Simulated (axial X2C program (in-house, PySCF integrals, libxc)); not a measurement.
**Outer orbitals of SbS⁻ at 2.314 Å, PBE0**

All values were computed with an in-house relativistic program for diatomic molecules. Spin-free means the one-electron spin-free X2C Hamiltonian; two-component (2c) means X2C with spin–orbit coupling and atomic mean-field two-electron Coulomb and Gaunt terms, so the difference of the two also holds small scalar two-electron terms. Basis: Sb dyall-acv3z [12s13p9d5f1g], S dyall-av3z [9s8p3d2f] (cores contracted in-house); Gaussian nuclei, density fitting, unrestricted open shells. Masses: Sb 120.904 u, S 31.972 u.

The distance is close to the 2c PBE0 minimum; the highest filled and lowest empty levels are listed.

Spin-free orbitals, state M_S = 1, Λ = 0 (beyond evenly filled blocks: π+α, π-α) (Löwdin shares):

| symmetry | occupied | ε (eV) | atomic character |
| --- | --- | --- | --- |
| σα | yes | -30.73 | 100% Sb d |
| δ-α | yes | -30.71 | 100% Sb d |
| δ+α | yes | -30.71 | 100% Sb d |
| π-α | yes | -30.67 | 100% Sb d |
| π+α | yes | -30.67 | 100% Sb d |
| σβ | yes | -30.65 | 100% Sb d |
| π+β | yes | -30.57 | 100% Sb d |
| π-β | yes | -30.57 | 100% Sb d |
| δ+β | yes | -30.52 | 100% Sb d |
| δ-β | yes | -30.52 | 100% Sb d |
| σα | yes | -13.70 | 64% S s, 14% Sb s, 8% Sb p |
| σβ | yes | -13.19 | 64% S s, 13% Sb s, 9% Sb p |
| σα | yes | -8.87 | 57% Sb s, 18% S p, 13% S s |
| σβ | yes | -7.63 | 55% Sb s, 22% S p, 13% S s |
| σα | yes | -3.03 | 51% S p, 36% Sb p, 7% Sb s |
| σβ | yes | -2.64 | 48% S p, 36% Sb p, 10% Sb s |
| π+α | yes | -2.63 | 61% S p, 32% Sb p, 2% Sb d |
| π-α | yes | -2.63 | 61% S p, 32% Sb p, 2% Sb d |
| π-β | yes | -1.75 | 68% S p, 22% Sb p, 5% Sb d |
| π+β | yes | -1.75 | 68% S p, 22% Sb p, 5% Sb d |
| π+α | yes | -0.19 | 53% Sb p, 25% S p, 10% Sb d |
| π-α | yes | -0.19 | 53% Sb p, 25% S p, 10% Sb d |
| π+β | no | 2.49 | 64% Sb p, 15% S p, 10% Sb d |
| π-β | no | 2.49 | 64% Sb p, 15% S p, 10% Sb d |
| σα | no | 2.96 | 74% Sb p, 18% Sb s, 4% S p |
| σβ | no | 3.22 | 83% Sb p, 10% S p, 5% Sb d |

Spinors with spin–orbit coupling (state Ω = 1):

```json
{"ω": "5/2", "occupied": "yes", "ε (eV)": "-30.23", "atomic character": "100% Sb d", "λ mixture": "100% δ"}
{"ω": "-1/2", "occupied": "yes", "ε (eV)": "-30.18", "atomic character": "100% Sb d", "λ mixture": "61% σ, 39% π"}
{"ω": "1/2", "occupied": "yes", "ε (eV)": "-30.18", "atomic character": "100% Sb d", "λ mixture": "54% σ, 46% π"}
{"ω": "3/2", "occupied": "yes", "ε (eV)": "-30.15", "atomic character": "100% Sb d", "λ mixture": "75% π, 25% δ"}
{"ω": "-3/2", "occupied": "yes", "ε (eV)": "-30.11", "atomic character": "100% Sb d", "λ mixture": "83% π, 17% δ"}
{"ω": "-5/2", "occupied": "yes", "ε (eV)": "-30.03", "atomic character": "100% Sb d", "λ mixture": "100% δ"}
{"ω": "1/2", "occupied": "yes", "ε (eV)": "-13.71", "atomic character": "64% S s, 14% Sb s, 8% Sb p", "λ mixture": "100% σ"}
{"ω": "-1/2", "occupied": "yes", "ε (eV)": "-13.20", "atomic character": "64% S s, 13% Sb s, 9% Sb p", "λ mixture": "100% σ"}
{"ω": "1/2", "occupied": "yes", "ε (eV)": "-8.86", "atomic character": "57% Sb s, 18% S p, 13% S s", "λ mixture": "100% σ"}
{"ω": "-1/2", "occupied": "yes", "ε (eV)": "-7.63", "atomic character": "55% Sb s, 22% S p, 12% S s", "λ mixture": "100% σ"}
{"ω": "1/2", "occupied": "yes", "ε (eV)": "-3.04", "atomic character": "51% S p, 36% Sb p, 7% Sb s", "λ mixture": "100% σ"}
{"ω": "-1/2", "occupied": "yes", "ε (eV)": "-2.80", "atomic character": "52% S p, 39% Sb p, 4% Sb s", "λ mixture": "65% π, 35% σ"}
{"ω": "-1/2", "occupied": "yes", "ε (eV)": "-2.58", "atomic character": "55% S p, 32% Sb p, 7% Sb s", "λ mixture": "65% σ, 35% π"}
{"ω": "3/2", "occupied": "yes", "ε (eV)": "-2.56", "atomic character": "64% S p, 30% Sb p, 3% Sb d", "λ mixture": "100% π"}
{"ω": "1/2", "occupied": "yes", "ε (eV)": "-1.79", "atomic character": "67% S p, 24% Sb p, 4% Sb d", "λ mixture": "100% π"}
{"ω": "-3/2", "occupied": "yes", "ε (eV)": "-1.71", "atomic character": "70% S p, 20% Sb p, 5% Sb d", "λ mixture": "100% π"}
{"ω": "-1/2", "occupied": "yes", "ε (eV)": "-0.31", "atomic character": "50% Sb p, 28% S p, 10% Sb d", "λ mixture": "99% π, 1% σ"}
{"ω": "3/2", "occupied": "yes", "ε (eV)": "-0.04", "atomic character": "55% Sb p, 23% S p, 10% Sb d", "λ mixture": "100% π"}
{"ω": "1/2", "occupied": "no", "ε (eV)": "2.37", "atomic character": "61% Sb p, 17% S p, 10% Sb d", "λ mixture": "99% π, 1% σ"}
{"ω": "-3/2", "occupied": "no", "ε (eV)": "2.59", "atomic character": "66% Sb p, 14% S p, 10% Sb d", "λ mixture": "100% π"}
{"ω": "1/2", "occupied": "no", "ε (eV)": "2.96", "atomic character": "74% Sb p, 18% Sb s, 4% S p", "λ mixture": "100% σ"}
{"ω": "-1/2", "occupied": "no", "ε (eV)": "3.23", "atomic character": "84% Sb p, 8% S p, 5% Sb d", "λ mixture": "99% σ, 1% π"}
```

Question: How does the gap between the highest filled and lowest empty level change from the spin-free to the 2c table?

Answer: From 2.68 to 2.41 eV at PBE0, a change of -0.27 eV.

Mulliken charges and populations of the two-component result (they depend on the basis, above all on diffuse functions):

Sb -0.14 e (s 9.86 p 21.14 d 20.11 f 0.03), S -0.86 e (s 6.00 p 10.78 d 0.08 f 0.01). ⟨Lz⟩ = 0.00 ħ and ⟨Sz⟩ = 1.00 ħ (0.80 and 0.20 on the two atoms), which add up to Ω.

One determinant describes the state; a PBE0 search over occupations chose it and may have missed a lower one. Density functionals use the spin component along the axis (collinear). Other states lie close and PBE0, whose exact exchange favours high spin, may order them wrongly; the determinant shown need not be the ground state. The nearest other spin-free determinant of the search, M_S = 0, Λ = 2, lies 0.57 eV up at the distance of the search. With several unpaired electrons one determinant need not be a pure state. Open-shell Ω = 0 determinants with evenly filled partner blocks cannot be reached by this program, so the Ω shown need not be the lowest component. This is the Ω = 1 component of a π² triplet; the 0⁺ component is not one determinant and can lie lowest. The highest occupied level of some functionals is positive through self-interaction error; at Hartree–Fock it is bound.
